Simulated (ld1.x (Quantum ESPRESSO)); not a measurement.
**I: one change to a TM potential, before and after**

| Quantity | Value |
| --- | --- |
| Element | I |
| Generator | ld1.x (Quantum ESPRESSO) 7.5 |
| Type | norm-conserving Troullier–Martins (Kleinman–Bylander form) |
| Functional | PBE |
| Relativity | scalar-relativistic |
| Frozen core | [Kr] 4d10 |
| Valence charge | 7 |
| Reference configuration | 5s2 5p5 |
| Partial waves | 5s (bound): rc 1.30 bohr; 5p (bound): rc 2.05 bohr |
| Local potential | all-electron potential smoothed inside 1.35 bohr (lloc = -2) |
| Core correction | Bessel-smoothed model core inside 1.20 bohr |

Change: local potential all-electron potential smoothed inside 2.00 bohr (lloc = -1).

Cutoffs: the cutoffs (Ry, on a coarse ladder) from which the occupation-weighted sum of valence levels, in a spherical-Bessel basis at the reference potential, stays within 10 and 1 mRy of its value at 400 Ry; they do not see the model core or the augmentation charge, which bear on the density cutoff. Errors are all-electron minus pseudo energies relative to the spin-unpolarised reference configuration.

Problem. What does the change do?

Solution. The potential gets neither clearly harder nor softer (110 Ry and 230 Ry → 110 Ry and 230 Ry); the bound ghosts move from d, s to d; of the 7 tests that both files solve, the error grows in 0 and shrinks in 6 by more than 15 % and 0.3 meV (median size 112.5 → 0.8 meV); the range in which the s phases agree narrows (upper end 2.6 → 0.1). In the separable form a ghost depends on how the local part lies against the semilocal potential of the channel, so the choice of the local part can create or remove one.

```csv
quantity,base,changed
"cutoff, loose",110 Ry,110 Ry
"cutoff, tight",230 Ry,230 Ry
bound ghosts,"s, d",d
"error for 5s2 5p4, meV [ΔE 11.13 eV]",-113,-0.8
"error for 5s2 5p3, meV [ΔE 30.98 eV]",-231,+0.2
"error for 5s2 5p2, meV [ΔE 60.31 eV]",-437,-5.1
"error for 5s2 5p4.5, meV [ΔE 4.53 eV]",+0.8,-0.7
"error for 5s1 5p6, meV [ΔE 10.41 eV]",-105,-25
"error for 5s1 5p5, meV [ΔE 22.11 eV]",-134,-17
"error for 5s2 5p5.3, meV [ΔE -1.78 eV]",+0.9,+0.6
s: phases at 2.25 bohr within 0.05 rad from the reference energy up to (Ry; the scan ends near 5),2.6,0.1
p: phases at 2.25 bohr within 0.05 rad from the reference energy up to (Ry; the scan ends near 5),1.8,2.7
```

 A true bound ghost makes a file unfit for plane-wave use even where its test errors are small: the radial tests pick states by their node count and pass the ghost by.
